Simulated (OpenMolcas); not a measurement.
# O2+: effect of the active space

```json
{
 "Program": "OpenMolcas",
 "Method": "MS-CASPT2 or its RAS form, IPEA 0.25 Eh, imaginary shift 0.1 Eh",
 "Basis": "ANO-RCC-VTZP",
 "Scalar Hamiltonian": "DKH2, point nucleus",
 "Spin-orbit coupling": "RASSI with atomic mean-field integrals over the reference wave functions, term energies averaged over their components"
}
```

A. 4 electrons in 4 orbitals (2s 2p); 2S+1 = 3 even, 6 roots; 2S+1 = 1 even, 11 roots; 2S+1 = 5 odd, 1 root; 2S+1 = 3 odd, 9 roots; 2S+1 = 1 odd, 8 roots; closed shells correlated: 1s; CASPT2 step of the order of 2.5 core-seconds
B. 4 electrons in 8 orbitals (2s 2p 3s 3p); 2S+1 = 3 even, 3 roots; 2S+1 = 1 even, 11 roots; 2S+1 = 5 odd, 1 root; 2S+1 = 3 odd, 9 roots; 2S+1 = 1 odd, 8 roots; closed shells correlated: 1s; CASPT2 step about 7 core-seconds
C. 4 electrons in 9 orbitals (RAS2 2s 2p; RAS3 3d, at most 2 electrons); 2S+1 = 3 even, 6 roots; 2S+1 = 1 even, 11 roots; 2S+1 = 5 odd, 1 root; 2S+1 = 3 odd, 9 roots; 2S+1 = 1 odd, 8 roots; closed shells correlated: 1s; CASPT2 step roughly 16 core-seconds

Energies in cm-1 above 2s2 2p2 3P0, the measured ground level; measured values from Moore, Selected Tables of Atomic Spectra, NSRDS-NBS 3, section 11.

| Level | A | B | C | Measured |
| --- | --- | --- | --- | --- |
| 2s2 2p2 3P0 | 0.0 | 0.0 | 0.0 | 0.0 |
| 2s2 2p2 3P1 | 106 | 109 | 106 | 113 |
| 2s2 2p2 3P2 | 313 | 323 | 312 |  |
| 2s2 2p2 1D2 | 20530 | 20900 | 20980 | 20273 |
| 2s2 2p2 1S0 | 42940 | 43380 | 44340 | 43186 |
| 2s 2p3 5S* 2 | 57820 | 58370 | 59080 | 60325 |
| 2s 2p3 3D* 2 | 118650 | 119160 | 120360 |  |
| 2s 2p3 3D* 1 | 118650 | 119160 | 120360 |  |
| 2s 2p3 3D* 3 | 118650 | 119170 | 120360 |  |
| 2s 2p3 3P* 0 | 142400 | 142590 | 143520 |  |
| 2s 2p3 3P* 1 | 142400 | 142600 | 143520 |  |
| 2s 2p3 3P* 2 | 142400 | 142620 | 143520 |  |
| 2s 2p3 1D* 2 | 189130 | 189440 | 188720 | 187054 |
| 2s 2p3 3S* 1 | 199450 | 198350 | 199000 | 197088 |
| 2s 2p3 1P* 1 | 212550 | 212160 | 213760 | 210462 |

Deviations, from unrounded energies. A percentage is the sum of absolute deviations over the sum of measured energies, with the sign that they share, or ± where signs differ.

```tsv
Against measurement	Levels	A	B	C
mean absolute deviation (cm-1)	7	1400	1200	1400
fine structure of the ground term (%)	1	-6.3	-3.4	-6.7
other terms of the ground configuration (%)	2	±0.8	+1.3	+2.9
other configurations (%)	4	±1.4	±1.1	±1.2
```

B lies closest to measurement on these levels and C furthest from it. The largest miss of B in the table is 2s 2p3 1D* 2, by +2400 cm-1. The ranking rests on the paired levels alone, and a cruder setting can come out closer through cancelling errors.

Among A to C the level of the table that moves most is 2s 2p3 3D* 3, by 1700 cm-1 (lowest in A, highest in C). Moves below CASPT2's spread within the term are not significant.

CASPT2 breaks the degeneracy within a term, and the mean is taken; among the terms shown or strongly mixed into the levels shown the widest spread is 310 cm-1 (2s 2p3 3D*, A). Active for correlation alone: 3p 3s; no level in the range computed is led by a configuration that fills them, so any true level of that kind is missing (holds for B). Active for correlation alone: 3d; no level in the range computed is led by a configuration that fills it, so any true level of that kind is missing (holds for C). Measured partners are found by configuration, term and J. A level has none where our copy of the source lacks it or the pairing is in doubt (some pairs that miss far off the trend of their configuration count as doubtful), and it then counts in no deviation. Levels of configurations outside the active space are missing. The table leaves out levels that lie high or whose names do not pair safely across all columns.

* marks odd parity.
